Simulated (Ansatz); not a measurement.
The same ligand exchange along the group B, Al, Ga, In.

Program: Ansatz. Geometries: PBE0-D4/def2-TZVP. ΔE: electronic, gas phase. CCSD(T)/CBS adds triple-zeta CCSD(T) − MP2 to the extrapolated MP2 energy (def2 sets, frozen cores). This one scheme is used for every species. DFT in def2-TZVPP. def2 core potentials past Kr. For Br, Ga, In outer-core shells are correlated without core-valence functions, which leaves a few kJ/mol of doubt a bond. Scalar relativity is left out up to krypton. Each species was taken in one conformer, which may not be the lowest.

| reaction | CCSD(T)/CBS(def2) (eV) |
| --- | --- |
| `NB(N)S` + HBr → `NB(N)Br` + H₂S | ? |
| `[NH2][Al]([NH2])[SH]` + HBr → `[NH2][Al]([NH2])[Br]` + H₂S | -0.60 |
| `[NH2][Ga]([NH2])[SH]` + HBr → `[NH2][Ga]([NH2])[Br]` + H₂S | -0.48 |
| `[NH2][In]([NH2])[SH]` + HBr → `[NH2][In]([NH2])[Br]` + H₂S | -0.54 |

(1) Fill in the missing values. (Estimate.)

Largest T1 diagnostic: 0.014, for `[NH2][In]([NH2])[SH]`.

Answers

(1) Ansatz gave: `NB(N)S` + HBr → `NB(N)Br` + H₂S: -0.32 eV.
